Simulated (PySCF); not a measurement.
Species: CH₂BNO₂.
Atom-mapped SMILES: `[N:1]#[C:2][B:3]([OH:4])[OH:5]` (hydrogens: H6 on O4; H7 on O5)

Computed, not measured: PBE0-D3(BJ)/def2-SVP geometry optimisation, gas phase (PySCF).

**Question.** What internal coordinates does the optimisation give?

**Answer.** 
```
        bond  length (Å)
       N1≡C2       1.158
       C2–B3       1.562
B3–O4, B3–O5       1.351
O4–H6, O5–H7       0.962
```

Bonds in one row agree within 0.01 Å and their mean is given. A selection of angles:
```
   angle  degrees
N1–C2–B3    179.7
C2–B3–O4    116.7
C2–B3–O5    116.0
O4–B3–O5    127.4
B3–O4–H6    116.0
```

Dihedral angles: H6–O4–B3–C2 180° (antiperiplanar); H7–O5–B3–C2 180° (antiperiplanar).

O4 (boron-bound oxygen) is bent (angle 116.0°). Of the pairs four or more bonds apart, H6···H7 is among the closest relative to their van der Waals radii: 2.41 Å, 101 % of the sum of Bondi's values. B3 (three-coordinate boron) is planar (angles 127.4°, 116.7° and 116.0°, sum 360.0°, 0.00 Å off the plane of its three neighbours). The 5 heavy atoms lie in one plane (0.000 Å rms).

Point group: C2v (tolerance 0.08 Å). No PBE0-D3(BJ)/def2-SVP frequencies stand behind this structure, so it isn't proved a minimum. One conformer, not necessarily the lowest (C2–B3–O4–H 180°, C2–B3–O5–H 180°).
